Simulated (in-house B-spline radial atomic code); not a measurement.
## Ionising Os VII (Os6+) with different functionals

Computed with a radial B-spline atomic code at the basis-set limit: four-component Dirac-Coulomb Hamiltonian, Fermi nucleus of rms radius 5.4126 fm, spin-restricted, spherical fractional occupations for the functionals, and exact exchange of hybrids averaged over the configuration. The ionisation energy is the difference of two self-consistent energies, [Xe] 4f14 5d2 → [Xe] 4f14 5d1, without Breit or QED terms; ε is the level of the shell that loses the electron (mean over j). The electron is taken from both j subshells in proportion to 2j + 1, so the result is a j average, not the step between ground levels.

| method | rung | ΔSCF (eV) | -ε(5d) (eV) |
| --- | --- | --- | --- |
| B97-1 | global hybrid | ? | ? |
| PBE0 | global hybrid | 84.94 | 79.25 |
| B3LYP | global hybrid | ? | ? |
| CAM-B3LYP | range-separated hybrid | 85.05 | 80.85 |

Q: What does B97-1 give?

A: ΔSCF 84.88 eV, and -ε(5d) = 78.87 eV.

Q: What does B3LYP give?

A: ΔSCF 85.05 eV, and -ε(5d) = 78.93 eV.

Q: Among the functionals, which spreads more, the ΔSCF values or the orbital energies?

A: The orbital energies: ΔSCF values span about 0.17 eV and the orbital energies 1.98 eV; here energy differences depend much less on the functional than eigenvalues do.

Q: How do they compare with the NIST value?

A: NIST lists 85 eV ± 2 (tabulated theory, ground level to ground level). Errors run from -0.22 to -0.05 eV; all lie within about twice that uncertainty, so the table can't rank the methods.
